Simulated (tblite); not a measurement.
C4H5F3N (doublet state).
Geometry (GFN2-xTB, Å), atoms numbered from 1 in this order:
```
atom  x, y, z in Å
C1    -1.3912    0.7006   -0.5967
C2    -0.9605   -0.0650    0.5649
F3    -1.7679   -1.1475    0.8286
C4     0.3966   -0.5764    0.0547
N5     0.6216   -1.6896   -0.4788
C6     1.5475    0.4015    0.1577
F7     1.5526    1.0208    1.3626
F8     1.4472    1.3877   -0.7657
H9    -1.0699    1.7141   -0.7218
H10   -1.8806    0.1925   -1.4045
H11   -0.8489    0.5048    1.4934
H12   -0.1616   -2.3348   -0.5291
H13    2.5108   -0.1083    0.0170
```

The geometry is computed with GFN2-xTB (gas phase). This method treats the open shell by occupation alone, without spin polarisation.

Take the most abundant isotopes and a rigid rotor. The values belong to one conformer with, in the numbering `[H]/[N:5]=[C:4](\[C@@H:2]([CH2:1])[F:3])[CH:6]([F:7])[F:8]`, H–C1–C2–F3 160° and -31°, C1–C2–C4–N5 -96°, C2–C4–C6–F7 45°.

Give the principal moments of inertia and the rotational constants in MHz.

Ia = 162.32, Ib = 345.53, Ic = 364.05 u·Å²; 505379 MHz·u·Å²/I gives A = 3113, B = 1463, C = 1388 MHz.

What kind of rotor is it?

A near-prolate asymmetric top: κ = (2 × 1463 − 3113 − 1388)/(3113 − 1388) = -0.91.

What does the inertial defect say?

Not planar: Δ = Ic − Ia − Ib = -143.80 u·Å². For a rigid frame Δ = −2 Σ m c², so Σ m c² = 71.90 u·Å² lies off the ab plane: 5.80 from hydrogen and 66.10 from heavier atoms. The atom farthest from that plane is 1.61 Å away.

Estimate the classical rotational partition function at 100 K, 200 K and 500 K.

Point group C1, symmetry number σ = 1; q = (√π/σ)·√((kT/h)³/(ABC)), k/h = 20836.6 MHz/K: 67100 at 100 K, 190000 at 200 K, 750000 at 500 K.

For this open shell read J as N, the rotation without spin; fine and hyperfine splittings come on top. Its GFN2-xTB frequencies are all real (lowest 33 cm⁻¹). Constants of a rigid frame at the computed geometry: no zero-point averaging, no centrifugal distortion.
